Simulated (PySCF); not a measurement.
# Exercise with solution: oscillator strength and radiative lifetime

Cd(NH2)(GeH3) (CdGeH5N), SMILES [NH2][Cd][GeH3].

Coordinates come from a B3LYP-D3(BJ)/def2-SVP optimisation. The structure was generated by enumeration; whether it is a known compound was not checked. The def2 effective core potentials stand for the cores of Cd; spin–orbit coupling is left out. The values are those of a single conformer.

TDDFT-PBE/def2-SVPD in PySCF puts the first singlet state with f over 0.02 at 4.14 eV (vertical), with the transition dipole (-0.369, -0.493, 0.203) in atomic units.

Problem. Find the oscillator strength, the wavelength and the radiative lifetime that this transition would have in vacuum if emission retraced absorption.

Solution. 
|μ|² = 0.4204 au, so |μ| = 1.65 D. ΔE = 4.14/27.211 = 0.1521 hartree. f = (2/3) ΔE |μ|² = 0.043 (the program prints 0.043).
λ = 1239.84/4.14 = 299 nm; ν = 33391 cm⁻¹.
Einstein's coefficient A = 0.6670 ν² f s⁻¹ (ν in cm⁻¹) = 3.2e7 s⁻¹, so τ = 1/A = 32 ns. This state is S2; the lower singlet has f = 0.000. The figure is the radiative limit of this one transition; relaxation, internal conversion, crossing to triplets and a medium change what is measured.
